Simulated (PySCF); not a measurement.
Si(H)(OH)(OMe)(NH2), CH7NO2Si, SMILES CO[SiH](N)O, singlet (PBE0/def2-SVP optimised geometry):

```
12

Si     0.405    -0.375     0.000
N     -0.403    -1.077    -1.336
O     -0.157     1.189     0.000
O      0.054    -1.234     1.372
C     -1.238    -1.606     1.771
H      1.893    -0.375     0.000
H     -0.287    -2.050    -1.588
H     -0.689    -0.505    -2.121
H      0.367     1.816     0.506
H     -1.176    -2.514     2.391
H     -1.893    -1.816     0.907
H     -1.715    -0.814     2.375
```

Calculation: PBE0/def2-TZVP in PySCF 2.14.0.

Question: What are the frontier orbital energies and the dipole moment?

Answer: HOMO-2 -8.64 eV, HOMO-1 -8.11 eV, HOMO -7.58 eV, LUMO 0.94 eV, LUMO+1 1.13 eV; dipole moment 0.72 D.

On the same geometry PBE/def2-TZVP in PySCF gives HOMO-2 -7.03 eV, HOMO-1 -6.53 eV, HOMO -6.11 eV, LUMO 0.06 eV, LUMO+1 0.29 eV; dipole moment 0.73 D.

Meta-Löwdin charges at PBE0/def2-TZVP: Si1 1.25, N2 -0.76, O3 -0.77, O4 -0.62, C5 -0.12, H6 -0.15, H7 0.24, H8 0.25, H9 0.35, H10 0.12, H11 0.10, H12 0.11.
